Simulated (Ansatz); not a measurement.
Z-matrix (Å, degrees):
```
C
N 1 1.441
O 1 1.403 2 113.9
H 1 1.097 2 108.6 3 -124.2
H 1 1.089 2 108.6 3 117.5
B 2 1.390 1 128.0 3 -91.8
H 2 1.008 1 115.0 3 86.1
H 3 0.961 1 109.1 2 -66.1
Cl 6 1.763 2 121.2 1 -2.8
H 6 1.192 2 120.3 1 178.1
```

Charge 0, multiplicity 1.

Question: List the PBE/def2-TZVPP orbital energies in eV (Ansatz 0.2.0). (Best estimate.)

Answer: Ansatz gave: Occupied: -2738.67, -510.55, -381.09, -271.22, -249.26, -189.94, -189.81, -189.76, -177.82, -26.15, -22.62, -20.35, -16.94, -13.89, -13.12, -12.21, -11.09, -10.14, -9.09, -8.65, -8.32, -7.25, -6.97, -6.76. Lowest empty: -1.00, -0.28, 0.74, 1.24, 1.78, 1.96, 2.29, 2.63.
